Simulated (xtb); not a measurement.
H10Si5, charge -1, doublet, geometry from GFN2-xTB (a state made from the parent by changing its charge; the spin is typed, not shown lowest). Base run: GFN2-xTB (xtb).

Here is a job for xtb.
```
$ xtb mol.xyz --gfn 2 --chrg -1 --uhf 1 --json

# file mol.xyz
15

Si     0.95754715     1.34339082     1.09853405
Si     1.79918819    -0.67510847     0.37619988
Si     0.23339394    -1.65177294    -0.99528035
Si    -1.65561408    -0.34099255    -0.98845436
Si    -1.33965070     1.36082810     0.53090053
H      0.88350021     1.29925864     2.60848582
H      2.15431530     2.28843441     1.11151679
H      2.32152697    -1.68543339     1.33702343
H      3.05469619    -0.46060123    -0.39061996
H     -0.05401588    -3.05462723    -0.61303891
H      0.75209162    -1.88578642    -2.36382099
H     -2.82429245    -1.17000945    -0.59190902
H     -2.07472770    -0.06121157    -2.38946918
H     -1.44463035     2.67196513    -0.21561395
H     -2.69656681     1.54918175     1.20084944
```

Variants of this job, named by their change:

```csv
change,ΔE vs base (kcal/mol),G_solv (kcal/mol),SCF cycles
base,0.000,-,17
alpb = chcl3,-36.42,-36.45,17
alpb = hexane,-22.06,-22.08,17
gbsa = acetonitrile,-43.24,-43.53,19
alpb = dmso,-52.59,-53.81,19
```

ALPB and GBSA are two models with their own fitted parameters for each solvent, which aren't always the measured dielectric constant.
